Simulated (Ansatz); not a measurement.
CH5O2Si (`[CH2][SiH](O)O`) radical at its PBE0-D4/def2-TZVP geometry, where that method's forces vanish. Total charge 0; spin multiplicity 2.

```csv
atom,x (Å),y (Å),z (Å)
C1,0.5208,-1.3739,-0.1808
Si2,-0.2616,0.2030,0.3286
O3,-1.4026,0.7086,-0.7435
O4,0.9910,1.2577,0.4837
H5,1.5968,-1.5158,-0.1859
H6,-0.0592,-2.2472,-0.4634
H7,-1.0262,0.1016,1.5959
H8,-1.1478,0.7393,-1.6674
H9,0.7888,2.1268,0.8328
```

Task: For each bond, give half the difference of the two atoms' forces along it (eV/Å; positive pushes the atoms apart) under PBE-D4, r2SCAN-D4, B3LYP-D4, ωB97M-V in def2-TZVPP. (Best estimate.)

Result: The calculation gave: 
```
  bond  length (Å)  PBE-D4  r2SCAN-D4  B3LYP-D4  ωB97M-V
C1–Si2       1.833   -0.15      -0.01      0.03     0.04
 C1–H5       1.085    0.13      -0.01     -0.06    -0.08
 C1–H6       1.086    0.13      -0.02     -0.07    -0.08
Si2–O3       1.645    0.28       0.05      0.13     0.10
Si2–O4       1.645    0.26       0.04      0.12     0.11
Si2–H7       1.484    0.02      -0.04     -0.15    -0.20
 O3–H8       0.959    0.34       0.02     -0.02    -0.06
 O4–H9       0.958    0.33       0.01     -0.02    -0.06
```

B3LYP here is the variant with VWN-RPA as its local correlation; programs differ in this.

Results of the Gaussian-basis code of Ansatz.
